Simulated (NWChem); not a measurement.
Molecule: CaCl2; SMILES [Cl][Ca][Cl]

```xyz
3

Ca     0.0000     0.0000     0.2001
Cl     2.4166     0.0000    -0.1707
Cl    -2.4166     0.0000    -0.1707
```
Atoms are numbered in this order, from 1.

Coordinates come from a PBE0/def2-SVP optimisation.

Give the principal values of the shielding tensors (ppm) of Ca1, Cl2 from PBE/pcSseg-1, GIAO (NWChem), with their diamagnetic and paramagnetic parts as GIAO splits them.


| atom | σ11 | σ22 | σ33 | isotropic | diamagnetic | paramagnetic |
|---|---|---|---|---|---|---|
| Ca1 | 681.4 | 697.3 | 1412.9 | 930.5 | 1419.8 | -489.3 |
| Cl2 | 497.8 | 508.5 | 1146.8 | 717.7 | 1148.4 | -430.8 |
